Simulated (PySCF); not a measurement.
# Pd³⁶⁺ (palladium, charge +36): Hartree-Fock from Schrödinger to Dirac-Coulomb

Occupied: 1s1/2, 2s1/2, 2p1/2, 2p3/2. Hartree-Fock calculated with PySCF 2.14 in an uncontracted even-tempered set (20 s from 5 bohr⁻², ratio 2.3; 15 p from 6 bohr⁻², ratio 2.3), Gaussian nucleus throughout. NR is non-relativistic, sf-X2C the spin-free one-electron X2C Hamiltonian, X2C adds the bare one-electron spin-orbit term, X2C-SNSO screens it by Boettger's factors, DC is four-component Dirac-Coulomb, and the Gaunt term is added at first order (total energies over the DC spinors, levels after relaxing the spinors in that mean field). QED terms are absent. Levels marked empty are virtual spinors of this ion.

```json
{"level (eV)": "1s1/2", "NR": "-25926.9", "sf-X2C": "-26663.5", "X2C": "-26662.2", "X2C-SNSO": "-26662.3"}
{"level (eV)": "2s1/2", "NR": "-5499.5", "sf-X2C": "-5698.6", "X2C": "-5698.3", "X2C-SNSO": "-5698.4"}
{"level (eV)": "2p1/2", "NR": "-5270.9", "sf-X2C": "-5336.9", "X2C": "-5457.4", "X2C-SNSO": "-5451.8"}
{"level (eV)": "2p3/2", "NR": "-5270.9", "sf-X2C": "-5336.9", "X2C": "-5281.7", "X2C-SNSO": "-5284.1"}
{"level (eV)": "3s1/2 (empty)", "NR": "-2189.9", "sf-X2C": "-2249.3", "X2C": "-2249.2", "X2C-SNSO": "-2249.2"}
{"level (eV)": "3p1/2 (empty)", "NR": "-2115.3", "sf-X2C": "-2141.0", "X2C": "-2170.8", "X2C-SNSO": "-2169.5"}
{"level (eV)": "3p3/2 (empty)", "NR": "-2115.3", "sf-X2C": "-2141.0", "X2C": "-2127.3", "X2C-SNSO": "-2127.8"}
```

Question: Where do the four-component calculations put these levels?

Answer: 1s1/2: DC -26681.4, DC+Gaunt -26631.1; 2s1/2: DC -5700.6, DC+Gaunt -5695.7; 2p1/2: DC -5452.8, DC+Gaunt -5444.1; 2p3/2: DC -5285.7, DC+Gaunt -5279.5; 3s1/2 (empty): DC -2249.7, DC+Gaunt -2248.5; 3p1/2 (empty): DC -2169.7, DC+Gaunt -2167.5; 3p3/2 (empty): DC -2128.2, DC+Gaunt -2126.7 (eV).

| Hamiltonian | E (hartree) | E − E(DC) (hartree) | CPU seconds |
| --- | --- | --- | --- |
| NR | -3844.0955 | 97.4686 | 0.72 |
| sf-X2C | -3939.8118 | 1.7523 | 0.24 |
| X2C | -3940.6055 | 0.9586 | 0.32 |
| X2C-SNSO | -3940.5362 | 1.0279 | 0.32 |
| DC | -3941.5641 | 0.0000 | 21 |
| DC+Gaunt | -3938.5249 | 3.0392 | 41 |

Weight of the small component: 1s1/2 0.0284, 2s1/2 0.00617, 2p1/2 0.00611, 2p3/2 0.00590, 3s1/2 0.00231, 3p1/2 0.00227, 3p3/2 0.00222.

Koopmans' value for the highest occupied level at DC+Gaunt: 5279.5 eV, against an ionisation energy of 5284 ± 3 eV (semi-empirical (NIST evaluation); NIST Atomic Spectra Database, ionization energies); the former lacks relaxation, correlation, QED and recoil.

The whole ladder took 68 s of wall time on 1 thread of Intel(R) Xeon(R) Platinum 8375C CPU @ 2.90GHz (shared host), launched as `OMP_NUM_THREADS=1 python relrun2.py TASK.json OUT` (a driver that calls PySCF for each Hamiltonian).
